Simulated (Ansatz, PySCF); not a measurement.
Sn(OH)3 (H3O3Sn), SMILES [OH][Sn+]([OH])[OH], charge +1. Atoms are numbered in the order given.

```xyz
7

Sn    -0.0220     0.0261    -0.0220
O      1.7185    -0.3837    -0.7122
H      1.9734     0.0457    -1.5462
O     -0.3954    -0.8817     1.6167
H     -1.2709    -0.7003     2.0010
O     -1.3929     1.1801    -0.7228
H     -1.2063     1.6438    -1.5567
```
Charge +1, spin multiplicity 1.

Geometry: PBE0-D3(BJ)/def2-SVP. The spin state was assumed, not searched. The isomer is the one that the SMILES or the coordinates give; other isomers of the formula were not compared. The def2 effective core potentials stand for the cores of Sn; spin–orbit coupling is left out. One conformer was computed; it need not be the lowest.

Two levels are set side by side: PBE-D3(BJ)/def2-SVP (Ansatz, an electronic-structure program) and PBE0-D3(BJ)/def2-SVP (Ansatz). Each level has its own optimised geometry; the coordinates shown are those of the second. Frequencies come from the Hessian of PySCF at each geometry. Differences are taken from unrounded values.

| quantity | PBE0-D3(BJ) | PBE-D3(BJ) | PBE-D3(BJ) minus PBE0-D3(BJ) |
|---|---|---|---|
| mean bond length (Å) | 1.445 | 1.469 | 0.024 |
| bond Sn1–O2 (Å) | 1.917 | 1.951 | 0.035 |
| bond Sn1–O4 (Å) | 1.910 | 1.942 | 0.032 |
| bond Sn1–O6 (Å) | 1.924 | 1.961 | 0.037 |
| bond O2–H3 (Å) | 0.972 | 0.985 | 0.013 |
| bond O4–H5 (Å) | 0.973 | 0.986 | 0.013 |
| bond O6–H7 (Å) | 0.972 | 0.986 | 0.013 |
| highest harmonic wavenumber (cm⁻¹) | 3813 | 3629 | -184 |
| mean harmonic wavenumber (cm⁻¹) | 1164 | 1113 | -51 |
| zero-point energy (kcal/mol) | 24.96 | 23.86 | -1.10 |

Exact exchange shortens and stiffens bonds; PBE has none. Differences between two approximate levels are no errors against the true value.
